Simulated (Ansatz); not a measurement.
CrO3, triplet, at a GFN2-xTB geometry (such geometries of metal compounds can be far from the true shape) (the multiplicity is a formal guess); WB97X-V/STO-3G run with Ansatz (a program for electronic structure).

Ansatz was given this input:
Ansatz 0.2 input:
```yaml
crystal:
  periodic: [false, false, false]
  atoms:
    - {symbol: Cr, position_ang: [-0.00000000, 0.00000000, -0.00000000]}
    - {symbol: O, position_ang: [-1.06904109, -1.12345163, -0.13471675]}
    - {symbol: O, position_ang: [-0.06369537, 1.25002432, -0.92548535]}
    - {symbol: O, position_ang: [1.13273646, -0.12657268, 1.06020210]}
basis:
  gaussian:
    orbitals: STO-3G
hamiltonian:
  xc: {name: wB97X-V}
magnetization: {spin_polarized: true, initial_magnetization: 2}
accuracy: high
```

**Question.** Predict the main parts of the log of this Ansatz run.

**Answer.** 
```
Functional definition: wB97X-V
759 factors; integrals over basis functions are off by at most 3.1e-9 eV
172 factors; integrals over basis functions are off by at most 1.1e-9 eV
mean field evaluation 1: about -34136.9067 eV, gradient 8.1e1 eV
mean field evaluation 2: about -33858.4092 eV, gradient 2.1e2 eV
mean field evaluation 4: about -34174.0134 eV, gradient 2.2e1 eV
mean field evaluation 8: about -34175.9693 eV, gradient 1.5e-1 eV
mean field evaluation 16: about -34175.9980 eV, gradient 1.1e-2 eV
mean field evaluation 32: about -34175.9980 eV, gradient 1.7e-5 eV
mean field -34175.99802416 eV, -1255.9447620645 hartree, gradient 8.2e-8 eV, S^2 2.036718; 2 other end points of the search recorded, 0 dependent functions left out
reference -34175.99802407 eV, -1255.9447620613 hartree; 25, 23 occupied and 8, 10 virtual orbitals, 759 factors
Total energy: -34175.99802407 eV, -1255.9447620613 hartree
```
